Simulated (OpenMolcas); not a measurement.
A calculation on V2+.

| Property | Result |
| --- | --- |
| Program | OpenMolcas 26.06 |
| Method | MS-CASPT2, IPEA 0.25 Eh, imaginary shift 0.1 Eh (closed shells correlated: 3s 3p) |
| Basis | ANO-RCC-VQZP [7s6p4d3f2g1h] |
| Scalar Hamiltonian | DKH2, point nucleus |
| Active space | 3 electrons in 5 orbitals (3d) |
| State averaging | 2S+1 = 4 even, 10 roots; 2S+1 = 2 even, 40 roots |
| Spin-orbit coupling | RASSI with atomic mean-field integrals over the reference wave functions, term energies averaged over their components |

(1) Which level of the active space comes out lowest?

(2) How high does 3d3 4P 3/2 lie?

(3) How high does 3d3 2P 3/2 lie?

(4) How high does 3d3 2G 9/2 lie?

Measured values: Sugar and Corliss, J. Phys. Chem. Ref. Data 7, 1191 (1978).

Answers

(1) 3d3 4F 3/2, with 100 % of that term; it is also the measured ground level.

(2) 12220 cm-1 above the lowest level; measured 11592 cm-1 above the ground level, so the calculation is off by +5 %.

(3) 15310 cm-1 above the lowest level; measured 15550 cm-1 above the ground level, so the calculation is off by -2 %.

(4) 11850 cm-1 above the lowest level; measured 12187 cm-1 above the ground level, so the calculation is off by -3 %.

CASPT2 does not keep the components of a term degenerate, so their means are used; among the terms shown or strongly mixed into the levels shown the widest spread is 830 cm-1 (3d3 4F). Measured partners are found by configuration, term and J. A level has none where our copy of the source lacks it or the pairing is in doubt (some pairs that miss far off the trend of their configuration count as doubtful), and it then counts in no deviation. Only configurations of the active space appear.
